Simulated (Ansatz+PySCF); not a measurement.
Values are calculated unless marked as measured or tabulated.
This PySCF input gave a total energy of -1.12547 hartree.

```python
from pyscf import gto, scf

mol = gto.M(atom="""
H 0.000000 0.000000 -0.410870
H 0.000000 0.000000 0.410870
""", basis='def2-svp', charge=0, spin=0)
mf = scf.RHF(mol)
mf.kernel()
print(mf.converged, mf.e_tot, mf.spin_square()[0])
```

(1) Write an input for Ansatz with the same method and basis set.

Results:

(1)

```yaml
crystal:
  periodic: [false, false, false]
  atoms:
    - { symbol: H, position_ang: [0.0, 0.0, -0.41087] }
    - { symbol: H, position_ang: [0.0, 0.0, 0.41087] }
basis:
  gaussian: { orbitals: def2-SVP }
hamiltonian:
  xc: hf
scf:
  omitted_lower_state_checks: [stability, starts, atomic_configurations, cluster_reference, orbital_swaps, given_window_search, neighbouring_geometries, increment]
```

Ansatz (development build ahead of 0.2.0) gave -1.12547 hartree, 0.00 meV from the first.
